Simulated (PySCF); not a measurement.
## From computed data to an observable: refractive index and permittivity of the vapour

C5H7O, SMILES O=C1C[CH]CC1, multiplicity 2.

Coordinates come from a ωB97X-D3(BJ)/def2-SVP optimisation. The isomer is the one that the SMILES or the coordinates give; other isomers of the formula were not compared. Other conformers were not sampled.

CAM-B3LYP/def2-TZVP (PySCF) gives a mean static polarisability of 57.1 bohr³ and a dipole moment of 3.01 D. Take an ideal gas at 298.15 K and 1 bar, whether or not the substance is that volatile.

Question: Work out n − 1 in the optical limit and the static ε − 1.

Answer: 
Polarisability volume α' = 57.1 × 0.148185 = 8.46 Å³. Number density N = p/kT = 2.43e-5 Å⁻³.
Dilute limit of Lorentz–Lorenz: n − 1 = 2π N α' = 0.0013.
Orientation term of Debye: μ²/(3kT) = 8.098 Å³ × μ²(D²) = 73.37 Å³.
ε − 1 = 4π N (α' + μ²/3kT) = 0.025. Orientation of the dipole supplies 90 % of the static response; it can't follow optical fields. Vibrational polarisation and dispersion are left out.
